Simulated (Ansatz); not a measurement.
AsO, SMILES `O=[As]` radical. Total charge 0; spin multiplicity 2.

```
atom   x (Å)   y (Å)   z (Å)
  O1   0.061   0.745  -0.306
 As2  -0.061  -0.745   0.306
```

Task: What are the harmonic wavenumbers in cm⁻¹ at PBE0-D4/def2-TZVP (Ansatz, finite differences of forces, unscaled)? (An estimate is asked.)

Result: Computed: 1034.

Task: Is this a minimum?

Result: Yes, all 1 modes are real.
